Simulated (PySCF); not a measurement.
**UHF on In (indium, neutral)**

Configuration: [Kr] 4d10 5s2 5p1, 2P determinant. Calculation: PySCF 2.14, in aug-cc-pVTZ-DK3; the spin-free X2C one-electron Hamiltonian (Gaussian nucleus).

- Total energy: -5878.031821 hartree
- One-electron energy: -8093.1937 hartree
- Hartree (Coulomb) energy: 2373.9003 hartree
- Exchange energy: -158.7384 hartree
- ⟨S²⟩: 0.7632
- ⟨L²⟩: 2.040
- Sum of ⟨r⟩: 35.13 bohr
- Sum of ⟨r²⟩: 59.71 bohr²
- Traceless quadrupole moment −½Σ⟨3z² − r²⟩ along its main axis: -6.82 e·bohr²
- Langevin diamagnetic susceptibility: -47.3 ×10⁻⁶ cm³/mol

```json
{"shell": "1s α", "electrons": "1", "mean orbital energy (hartree)": "-1031.79295", "spread (hartree)": "0", "rms radius, mean of both spins (bohr)": "0.0340"}
{"shell": "1s β", "electrons": "1", "mean orbital energy (hartree)": "-1031.79237", "spread (hartree)": "0", "rms radius, mean of both spins (bohr)": "0.0340"}
{"shell": "2s β", "electrons": "1", "mean orbital energy (hartree)": "-157.83297", "spread (hartree)": "0", "rms radius, mean of both spins (bohr)": "0.139"}
{"shell": "2s α", "electrons": "1", "mean orbital energy (hartree)": "-157.83272", "spread (hartree)": "0", "rms radius, mean of both spins (bohr)": "0.139"}
{"shell": "2p α", "electrons": "3", "mean orbital energy (hartree)": "-141.49286", "spread (hartree)": "0.00008", "rms radius, mean of both spins (bohr)": "0.124"}
{"shell": "2p β", "electrons": "3", "mean orbital energy (hartree)": "-141.49262", "spread (hartree)": "0.00119", "rms radius, mean of both spins (bohr)": "0.124"}
{"shell": "3s α", "electrons": "1", "mean orbital energy (hartree)": "-31.38839", "spread (hartree)": "0", "rms radius, mean of both spins (bohr)": "0.371"}
{"shell": "3s β", "electrons": "1", "mean orbital energy (hartree)": "-31.38798", "spread (hartree)": "0", "rms radius, mean of both spins (bohr)": "0.371"}
{"shell": "3p α", "electrons": "3", "mean orbital energy (hartree)": "-25.88907", "spread (hartree)": "0.00095", "rms radius, mean of both spins (bohr)": "0.372"}
{"shell": "3p β", "electrons": "3", "mean orbital energy (hartree)": "-25.88815", "spread (hartree)": "0.00440", "rms radius, mean of both spins (bohr)": "0.372"}
{"shell": "3d β", "electrons": "5", "mean orbital energy (hartree)": "-17.33741", "spread (hartree)": "0.00365", "rms radius, mean of both spins (bohr)": "0.352"}
{"shell": "3d α", "electrons": "5", "mean orbital energy (hartree)": "-17.33735", "spread (hartree)": "0.00289", "rms radius, mean of both spins (bohr)": "0.352"}
{"shell": "4s α", "electrons": "1", "mean orbital energy (hartree)": "-5.30570", "spread (hartree)": "0", "rms radius, mean of both spins (bohr)": "0.907"}
{"shell": "4s β", "electrons": "1", "mean orbital energy (hartree)": "-5.30506", "spread (hartree)": "0", "rms radius, mean of both spins (bohr)": "0.907"}
{"shell": "4p α", "electrons": "3", "mean orbital energy (hartree)": "-3.57859", "spread (hartree)": "0.00331", "rms radius, mean of both spins (bohr)": "0.991"}
{"shell": "4p β", "electrons": "3", "mean orbital energy (hartree)": "-3.57742", "spread (hartree)": "0.01140", "rms radius, mean of both spins (bohr)": "0.991"}
{"shell": "4d α", "electrons": "5", "mean orbital energy (hartree)": "-1.01146", "spread (hartree)": "0.00976", "rms radius, mean of both spins (bohr)": "1.28"}
{"shell": "4d β", "electrons": "5", "mean orbital energy (hartree)": "-1.00990", "spread (hartree)": "0.01402", "rms radius, mean of both spins (bohr)": "1.28"}
{"shell": "5s α", "electrons": "1", "mean orbital energy (hartree)": "-0.42462", "spread (hartree)": "0", "rms radius, mean of both spins (bohr)": "2.93"}
{"shell": "5s β", "electrons": "1", "mean orbital energy (hartree)": "-0.36933", "spread (hartree)": "0", "rms radius, mean of both spins (bohr)": "2.93"}
{"shell": "5p α", "electrons": "1", "mean orbital energy (hartree)": "-0.20126", "spread (hartree)": "0", "rms radius, mean of both spins (bohr)": "4.03"}
```

Densities and radii are taken from the X2C orbitals without a picture-change correction, which distorts them close to the nucleus.

Spin-orbit constants ζ (cm⁻¹) from the X2C one-electron operator on these orbitals: bare nucleus, nucleus screened by l(l+1)(2l+1)/3 electrons, and screened by the Breit-Pauli mean field of the electrons.

```json
{"shell": "2p", "bare": "1133000", "screened nucleus": "1087000", "mean field": "n/a"}
{"shell": "3p", "bare": "207200", "screened nucleus": "198800", "mean field": "n/a"}
{"shell": "3d", "bare": "30940", "screened nucleus": "24620", "mean field": "n/a"}
{"shell": "4p", "bare": "33860", "screened nucleus": "32470", "mean field": "n/a"}
{"shell": "4d", "bare": "3341", "screened nucleus": "2659", "mean field": "n/a"}
{"shell": "5p", "bare": "1355", "screened nucleus": "1300", "mean field": "n/a"}
```

To first order the Landé constant is A = 1300 cm⁻¹, so the lowest level has J = 1/2 and lies 0.161 eV below the centre of the term.
